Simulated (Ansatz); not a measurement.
Harmonic frequencies (cm⁻¹) at PBE0-D4/def2-TZVP from Ansatz: 122, 122, 144, 604, 637, 638.

Task: Which molecule is it?
A. `[F][InH][SiH3]`
B. `[Br][InH][Br]`
C. `[F][In]([F])[F]`
D. `[CH3][In]([Cl])[I]`

Result: C.
